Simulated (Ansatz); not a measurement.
`[F][GaH][O][GeH3]` + H₂ → GeH₄ + `[OH][GaH][F]` at 500 K and 1 bar (hydrogenolysis of a Ge–O bond).

Computed with Ansatz on PBE0-D4/def2-TZVP structures; ΔE is electronic, products minus reactants. CBS: MP2 limit from def2 TZ/QZ plus the TZ coupled-cluster correction, frozen cores. This one scheme is used for every species. For Ga, Ge outer-core shells are correlated without core-valence functions, which leaves a few kJ/mol of doubt a bond. Scalar relativity is left out up to krypton. Each species was taken in one conformer, which may not be the lowest.

| species | CCSD(T)/CBS energy (Eh) | H − E (kJ/mol) | S (J/(mol·K)) |
| --- | --- | --- | --- |
| `[F][GaH][O][GeH3]` | -4177.50205 | 140.2 | 426.4 |
| H₂ | -1.17544 | 41.0 | 145.5 |
| GeH₄ | -2078.49493 | 99.4 | 244.6 |
| `[OH][GaH][F]` | -2100.17635 | 88.0 | 326.9 |

H − E and S are ideal-gas, rigid-rotor, harmonic terms from PBE0-D4/def2-TZVP, for one conformer and one mirror image of each species. For small species the MP2-based limit differs from directly extrapolated CCSD(T) by up to some mEh (0.8 for H₂); such offsets cancel only in part. 1 Eh = 2625.50 kJ/mol, R = 8.31446 J/(mol·K).

By hand: ΔE, ΔH, ΔS and ΔG.

ΔE = (-2078.49493) + (-2100.17635) − (-4177.50205) − (-1.17544) = 0.00621 Eh = 16.3 kJ/mol. Δ(H − E) = 99.4 + 88.0 − 140.2 − 41.0 = 6.2, so ΔH = 22.5 kJ/mol. ΔS = 244.6 + 326.9 − 426.4 − 145.5 = -0.4 J/(mol·K). ΔG = 22.5 − 500 × (-0.4)/1000 = 22.7 kJ/mol.

By hand: the equilibrium constant, and the temperature at which ΔG would vanish if ΔH and ΔS stayed fixed.

log₁₀ K = −ΔG/(RT ln 10) = -2.4. ΔH and −TΔS have one sign here, so there is no such temperature. One of them is within its doubt of zero, so this could turn.

The number of gas molecules stays the same, so ΔS is small and ΔH decides. A doubt of 5 kJ/mol in ΔE shifts log₁₀ K by 0.5 here. Other conformers and mirror images would add mixing entropy, several J/(mol·K) or more a flexible species. Modes under 60 cm⁻¹, often nearly free rotors, make the harmonic entropy too high. These are equilibria of isolated gas molecules and say nothing of rates. Largest T1 diagnostic: 0.015 (customary marks: 0.02 for closed shells, 0.045 for open ones).
